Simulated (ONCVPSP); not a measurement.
**Configuration tests for manganese (Mn) (ONCV)**

manganese (Mn), optimised norm-conserving Vanderbilt (ONCV), made with ONCVPSP 4.0.1 (PBE, scalar-relativistic). Core [Ne], reference 3s2 3p6 3d5 4s1.5 (charge +0.5). Waves: 3s+4s: rc 1.60 bohr, ncon 5, nbas 9, qcut 7.7 1/bohr, 2 projectors; 3p: rc 0.90 bohr, ncon 4, nbas 8, qcut 11.1 1/bohr, 2 projectors, debl 0.4 Ha; 3d: rc 1.80 bohr, ncon 5, nbas 10, qcut 6.8 1/bohr, 1 projector. Local part: polynomial inside 0.60 bohr (lpopt 5, dvloc0 -1 Ha). Core correction: Teter function, fcfact 3.25, rcfact 1.15.

In the p channel the program set the typed energies aside and used -2.151, 0.250 Ha.

Energies are relative to the spin-unpolarised reference configuration 3s2 3p6 3d5 4s1.5; without spin polarisation the order of configurations can differ from experiment.

(1) Give the all-electron excitation energy and the error of the potential for: 3s2 3p6 3d5 4s2; 3s2 3p6 3d5 4s1; 3s2 3p6 3d5 4s0; 3s2 3p6 3d4 4s2 4p1.

Note: no bound ghost flagged; GHOST(+) flagged for d at 134.8 eV, s at 149.0 eV.

## Answers

(1)

```csv
valence configuration,charge,ΔE all-electron (eV),error AE − PS (meV)
3s2 3p6 3d5 4s2,0,-3.361,+0.7
3s2 3p6 3d5 4s1,+1,5.056,0.0
3s2 3p6 3d5 4s0,+2,20.654,+1.2
3s2 3p6 3d4 4s2 4p1,0,4.440,+119
```
